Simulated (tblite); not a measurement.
A tight-binding relaxation on `[SiH3]N([SiH3])[P-][GeH3]`.

Computed with GFN2-xTB geometry optimisation, gas phase (tblite 0.8.0). Start geometry: from a force field or distance geometry. The input is one job of a driver script: a line of settings, then coordinates in Å.

Command:
```bash
OMP_NUM_THREADS=1 python probes_run.py task.json out
```

Input:
```
{"job": {"kind": "relax", "xc": "GFN2-xTB", "basis": "xTB"}, "charge": -1, "multiplicity": 1}
Si    -1.402600    -1.261500     0.411700
N     -0.367900     0.135600     0.804000
Si    -1.425800     1.569200     0.814200
P      0.712500     0.344300    -0.570000
Ge     2.794600    -0.332500    -0.125000
H     -2.785700    -1.102000     0.924600
H     -1.481000    -1.335500    -1.065400
H     -0.851100    -2.480200     0.978600
H     -2.715500     1.287200     0.138400
H     -1.644600     2.123700     2.151100
H     -0.759900     2.606400    -0.001500
H      3.244400    -1.199100    -1.348300
H      2.883400    -1.204700     1.157300
H      3.798600     0.848700    -0.011900
```

Output:
```
step      E/eV     max force
  0    -425.31463    2.159
  1    -425.46533    1.038
  2    -425.58309    0.711
  3    -425.63761    0.822
  4    -425.74733    1.193
  5    -425.80885    1.111
  6    -425.87550    0.710
  7    -425.90992    0.498
  8    -425.93198    0.661
  9    -425.97139    0.760
... (152 lines left out)
162    -426.51219    0.017
163    -426.51223    0.016
164    -426.51228    0.016
165    -426.51233    0.018
166    -426.51241    0.021
167    -426.51253    0.025
168    -426.51267    0.020
169    -426.51276    0.012
170    -426.51280    0.011
171    -426.51282    0.009
```

«max force» is the largest atomic force in eV/Å.

**Question.** From which step on does the largest force stay under 0.1 eV/Å, and how much energy is left to gain from there?

**Answer.** From step 114 (0.093 eV/Å), 9.8 meV above the end.

Main results: energy lowered by 27.6 kcal/mol over 171 steps; largest atomic force 0.009 eV/Å at the end.

**Question.** How long does this job take on one thread of an Arm Neoverse V1, shared host?

**Answer.** About 1.3 s.
Labels such as C1 count atoms from 1, the log's own numbers from 0.
